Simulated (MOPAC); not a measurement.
Job for MOPAC: PM3 on H6 chain, a point of a bond scan (R = 0.800 Å).

```
PM3 1SCF PRECISE CHARGE=0 THREADS=1
H6

H      0.00000000 1     0.00000000 1     0.00000000 1
H      0.00000000 1     0.00000000 1     0.80000000 1
H      0.00000000 1     0.00000000 1     1.60000000 1
H      0.00000000 1     0.00000000 1     2.40000000 1
H      0.00000000 1     0.00000000 1     3.20000000 1
H      0.00000000 1     0.00000000 1     4.00000000 1
```

The log:

```
*******************************************************************************
 **                                                                           **
 **                              MOPAC v23.2.5                                **
 **                                                                           **
 *******************************************************************************
 ** MOPAC's Digital Object Identifier: https://doi.org/10.5281/zenodo.6511958 **
 **                                                                           **
 ** Please cite the open-source release paper for use of this MOPAC version:  **
 ** J. E. Moussa and J. J. P. Stewart (2026)                                  **
 ** MOPAC: An open-source semiempirical molecular orbital program             **
 ** J. Open Source Softw., 11(119), 8025, https://doi.org/10.21105/joss.08025 **
 *******************************************************************************

                              PM3 CALCULATION RESULTS

 *******************************************************************************
 *  PM3        - The PM3 Hamiltonian to be used
 *
 *
 *
 *                 CHARGE ON SYSTEM = 0
 *
 *
 *
 *  PRECISE    - TIGHTER CRITERIA TO BE USED
 *  1SCF       - DO 1 SCF AND THEN STOP
 *  THREADS=1  - MULTI-THREADING NOT USED
 *  T=         - A TIME OF 172800.0 SECONDS REQUESTED
 *  DUMP=N     - RESTART FILE WRITTEN EVERY 7200.0 SECONDS REQUESTED
 *******************************************************************************
PM3 1SCF PRECISE CHARGE=0 THREADS=1
 H6

   ATOM   CHEMICAL          X               Y               Z
  NUMBER   SYMBOL      (ANGSTROMS)     (ANGSTROMS)     (ANGSTROMS)

     1       H          0.00000000  *   0.00000000  *   0.00000000  *
     2       H          0.00000000  *   0.00000000  *   0.80000000  *
     3       H          0.00000000  *   0.00000000  *   1.60000000  *
     4       H          0.00000000  *   0.00000000  *   2.40000000  *
     5       H          0.00000000  *   0.00000000  *   3.20000000  *
     6       H          0.00000000  *   0.00000000  *   4.00000000  *



          CARTESIAN COORDINATES

    NO.       ATOM           X           Y           Z

     1         H          0.0000      0.0000      0.0000
     2         H          0.0000      0.0000      0.8000
     3         H          0.0000      0.0000      1.6000
     4         H          0.0000      0.0000      2.4000
     5         H          0.0000      0.0000      3.2000
     6         H          0.0000      0.0000      4.0000

  H: (PM3): J. J. P. STEWART, J. COMP. CHEM. 10, 209 (1989).

           Empirical Formula: H6  =     6 atoms



      MOLECULAR POINT GROUP   :   D*h


      RHF CALCULATION, NO. OF DOUBLY OCCUPIED LEVELS = 3


 -------------------------------------------------------------------------------
 PM3 1SCF PRECISE CHARGE=0 THREADS=1
 H6



     1SCF WAS SPECIFIED, SO BFGS WAS NOT USED
     SCF FIELD WAS ACHIEVED


                              PM3 CALCULATION
                                                       MOPAC v23.2.5 Linux




          FINAL HEAT OF FORMATION =         11.41771 KCAL/MOL =      47.77169 KJ/MOL


          COSMO AREA              =         53.90 SQUARE ANGSTROMS
          COSMO VOLUME            =         29.85 CUBIC ANGSTROMS

          IONIZATION POTENTIAL    =          9.364498 EV
          HOMO LUMO ENERGIES (EV) =         -9.364  2.564
          NO. OF FILLED LEVELS    =          3
          MOLECULAR WEIGHT        =          6.0474         POINT GROUP:  D*h

          MOLECULAR DIMENSIONS (Angstroms)

            Atom       Atom       Distance
            H     6    H     1     4.00000
            H     6    H     1     0.00000
            H     1    H     2     0.00000


          SCF CALCULATIONS        =          1





   ATOM   CHEMICAL          X               Y               Z
  NUMBER   SYMBOL      (ANGSTROMS)     (ANGSTROMS)     (ANGSTROMS)

     1       H          0.00000000  *   0.00000000  *   0.00000000  *
     2       H          0.00000000  *   0.00000000  *   0.80000000  *
     3       H          0.00000000  *   0.00000000  *   1.60000000  *
     4       H          0.00000000  *   0.00000000  *   2.40000000  *
     5       H          0.00000000  *   0.00000000  *   3.20000000  *
     6       H          0.00000000  *   0.00000000  *   4.00000000  *

                             CARTESIAN COORDINATES

   1    H        0.000000000     0.000000000     0.000000000
   2    H        0.000000000     0.000000000     0.800000000
   3    H        0.000000000     0.000000000     1.600000000
   4    H        0.000000000     0.000000000     2.400000000
   5    H        0.000000000     0.000000000     3.200000000
   6    H        0.000000000     0.000000000     4.000000000


           Empirical Formula: H6  =     6 atoms



      MOLECULAR POINT GROUP   :   D*h


                  EIGENVALUES
 -23.40304 -15.45964  -9.36450   2.56419   4.51819   5.29249


              NET ATOMIC CHARGES AND DIPOLE CONTRIBUTIONS

  ATOM NO.   TYPE          CHARGE      No. of ELECS.   s-Pop
    1          H          -0.109153        1.1092     1.10915
    2          H           0.099760        0.9002     0.90024
    3          H           0.009393        0.9906     0.99061
    4          H           0.009393        0.9906     0.99061
    5          H           0.099760        0.9002     0.90024
    6          H          -0.109153        1.1092     1.10915
 DIPOLE           X         Y         Z       TOTAL
 POINT-CHG.     0.000     0.000     0.000     0.000
 HYBRID         0.000     0.000     0.000     0.000
 SUM            0.000     0.000     0.000     0.000


          ATOMIC ORBITAL ELECTRON POPULATIONS

     Atom    s
    1  H   1.10915
    2  H   0.90024
    3  H   0.99061
    4  H   0.99061
    5  H   0.90024
    6  H   1.10915

 **********************
 *                    *
 * JOB ENDED NORMALLY *
 *                    *
 **********************




 == MOPAC DONE ==
```

The run finished.

Cost: about 0.03 core-seconds (a rough figure).
